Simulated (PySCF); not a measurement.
Cl3Sb, SMILES [Cl][Sb+]([Cl])[Cl], charge +1, multiplicity 2. Geometry optimised at B3LYP-D3(BJ)/def2-SVP. The def2 effective core potentials stand for the cores of Sb; spin–orbit coupling is left out.

Computed equilibrium geometry at B3LYP-D3(BJ)/def2-SVP (PySCF confirms it by a frequency run) as bond lengths and angles, and its point group:
point group C3v.
Atoms: Sb1 Cl2 Cl3 Cl4. Bonded distances (Å): Sb1–Cl2 2.330, Sb1–Cl3 2.330, Sb1–Cl4 2.330. Bond angles (°): Cl2–Sb1–Cl3 106.9, Cl2–Sb1–Cl4 106.9, Cl3–Sb1–Cl4 106.9.
Charge +1, spin multiplicity 2.
